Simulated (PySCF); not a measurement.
Be(H)(SH) (BeH₂S), SMILES [BeH][SH]. Geometry: ωB97X-D3(BJ)/def2-TZVPD.

Method: ωB97X-D3(BJ)/def2-TZVPD (PySCF).

Harmonic wavenumbers (cm⁻¹): 442, 538, 659, 761, 2171, 2735. Rotational constants (GHz): 287.5, 15.05, 14.30; symmetry number 1.

Q: Work out the zero-point energy and the ideal-gas rigid-rotor harmonic-oscillator thermochemistry at 298.15 K and 1 atm.

A: ZPE = ½ Σ hcν = ½ × 7304 cm⁻¹ = 43.69 kJ/mol. H − E(el) = 55.42 kJ/mol. Entropy in J/(mol K): translation 155.68, rotation 80.30, vibration 8.34, total 244.32. G − E(el) = -17.43 kJ/mol. Cp = 50.75 J/(mol K).
